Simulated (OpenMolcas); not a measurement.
An atom or ion with 15 electrons was computed by SS-CASPT2, IPEA 0.25 Eh, imaginary shift 0.1 Eh with spin-orbit coupling (OpenMolcas, ANO-RCC-VTZP, DKH2). The lowest levels that the run gave, each within 12 % of the measured value where one is at hand:

| J | Parity | E (cm-1) | g |
| --- | --- | --- | --- |
| 3/2 | odd | 0.0 | 2.002 |
| 3/2 | odd | 12030 | 0.800 |
| 5/2 | odd | 12030 | 1.200 |
| 1/2 | odd | 20280 | 0.666 |
| 3/2 | odd | 20290 | 1.334 |

Task: Which ion is it, and what are the configurations and terms?

Result: P I (Z = 15, neutral; active space 3 electrons in 3 orbitals (3p)). J, parity and g give the terms where levels are pure, and mixed ones are named by the computed weights; the size of the splittings, set against known spectra of the 15-electron sequence, gives the charge. In order, with the measured energies in cm-1 (NIST Handbook of Basic Atomic Spectroscopic Data): 3s2 3p3 4S* 3/2, 3s2 3p3 2D* 3/2 (11361), 3s2 3p3 2D* 5/2 (11377), 3s2 3p3 2P* 1/2 (18723), 3s2 3p3 2P* 3/2 (18748).

CASPT2 does not keep the components of a term degenerate, so their means are used; among the terms shown or strongly mixed into the levels shown the widest spread is 170 cm-1 (3s2 3p3 2P*). With the s shell closed, the reference lacks s² → p² mixing. Computed and measured levels are paired by configuration, term and J; levels that our copy of the source lacks, or whose pairing is in doubt (as where it misses far off the trend of its configuration), stay unpaired and out of the deviations. Levels of configurations outside the active space are missing.

* marks odd parity.
